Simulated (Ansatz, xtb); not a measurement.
## C3H11BSe: which of two conformers lies lower

Structure I is `C[BH2-][Se+](C)C`, a singlet and structure II is `C[BH2-][Se+](C)C`, a singlet. Both are isolated molecules in the gas phase, relaxed with PBE0-D4/def2-SVP.

I (Å):

```tsv
atom	x (Å)	y (Å)	z (Å)
C	-0.7818	-1.2174	0.5652
C	-1.0453	0.6780	-2.3477
C	0.2424	2.0429	-0.1217
B	0.5732	-1.1057	-0.2872
Se	0.6526	0.6678	-1.4197
H	-1.7020	-1.2598	-0.0428
H	-0.7479	-2.1672	1.1265
H	-0.9120	-0.4249	1.3223
H	1.6105	-0.9637	0.3535
H	0.7121	-1.9155	-1.1992
H	-1.1817	1.6355	-2.8667
H	-1.0113	-0.1413	-3.0776
H	-1.8574	0.4986	-1.6315
H	0.1117	3.0079	-0.6283
H	1.0972	2.0942	0.5652
H	-0.6612	1.7650	0.4361
```

II (Å):

```xyz
16

C     0.8627   -0.8304    1.6956
C    -1.0771    2.1787    1.1031
C     0.6221    2.5944   -1.2271
B     1.4019    0.3061    0.6962
Se   -0.2618    1.1419   -0.3113
H     0.2135   -0.4526    2.5045
H     0.3284   -1.6537    1.1919
H     1.7352   -1.2866    2.1944
H     2.0405   -0.0940   -0.2726
H     1.8930    1.3048    1.2156
H    -1.5606    1.4665    1.7843
H    -1.8280    2.8632    0.6876
H    -0.2890    2.7237    1.6397
H     1.2144    2.1448   -2.0345
H    -0.1206    3.2856   -1.6458
H     1.2922    3.1009   -0.5199
```

Q: Which of the two would you expect CCSD(T)/def2-SVP + ΔMP2/def2-TZVPP electronic energies to favour?

A: CCSD(T)/def2-SVP + ΔMP2/def2-TZVPP gives E(II) − E(I) = −0.019 eV, slightly favouring structure II, which is too small a margin to settle the true order.

The same difference at several levels:

| level | geometry | E(II) − E(I) (eV) | departure from the last row (eV) | job, with rough time for the two |
| --- | --- | --- | --- | --- |
| PBE0-D4/def2-SVP | PBE0-D4/def2-SVP | +0.004 | +0.023 | optimisation, 77 s |
| HF/def2-SVP | PBE0-D4/def2-SVP | −0.036 | −0.017 | part of the CCSD(T) run |
| MP2/def2-SVP | PBE0-D4/def2-SVP | −0.015 | +0.004 | part of the CCSD(T) run |
| CCSD(T)/def2-SVP | PBE0-D4/def2-SVP | −0.015 | +0.004 | single point |
| CCSD(T)/def2-SVP + ΔMP2/def2-TZVPP | PBE0-D4/def2-SVP | −0.019 |  | single point, 1.9 min |

The largest departure from CCSD(T)/def2-SVP + ΔMP2/def2-TZVPP is that of PBE0-D4/def2-SVP, 0.023 eV. A small imaginary or near-zero mode remains, so no thermal terms are given. Levels run at GFN2-xTB geometries aren't shown. The last row adds to CCSD(T) the change of the MP2 difference between the two basis sets, here −0.004 eV.

The correlated steps freeze 13 core orbitals; the filled d shell of Se is correlated, in a basis made for valence electrons. Codes used: Ansatz 0.2.0, xtb 6.7.1; the last row on 2 threads of Arm Neoverse V2 on a shared host.
